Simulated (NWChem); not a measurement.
System: C4H3F; SMILES C#C/C=C\F

Here is an NWChem input.

```
start job
memory heap 200 mb stack 900 mb global 1100 mb
geometry units angstroms noautoz
  C      0.558936     2.196693     0.000000
  C     -0.112288     1.170324     0.000000
  C     -0.919808     0.004526     0.000000
  C     -0.449696    -1.263820     0.000000
  F      0.852429    -1.553502     0.000000
  H      1.159032     3.095587     0.000000
  H     -2.016680     0.121238     0.000000
  H     -1.094666    -2.157933     0.000000
end
basis spherical
  C library def2-svp
  F library def2-svp
  H library def2-svp
end
dft
  xc xpbe96 cpbe96
  iterations 150
  mulliken
end
task dft energy
```

The geometry was optimised at PBE-D3(BJ)/def2-SVP.

Q: Predict the main results of this run. (PBE/def2-SVP.) Quantities: energy (Ha); highest occupied level (eV); orbital gap (eV); dipole (D).

A: 
| Quantity | Value |
|---|---|
| energy (Ha) | -253.49 |
| highest occupied level (eV) | -5.80 |
| orbital gap (eV) | 4.04 |
| dipole (D) | 1.17 |
